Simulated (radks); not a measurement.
Q: The niobium ion Nb6+ is in [Ar] 3d10 4s2 4p5. Method: scalar-relativistic Kohn-Sham, BLYP, spin-polarised, spherical densities, finite nucleus; Fermi nuclear charge, rms radius of each element as measured or else 0.836 A^(1/3) + 0.57 fm; computed with a radial shooting solver on a logarithmic mesh with Libxc functionals. Open shells are filled with parallel spins first. One electron is removed from 4s, 3d, 3p, 4p in turn, with full relaxation. Which removal costs least, and what does each cost?

A: 4p 119.54 eV; 4s 145.91 eV; 3d 301.85 eV; 3p 451.41 eV. The 4p electron leaves first.
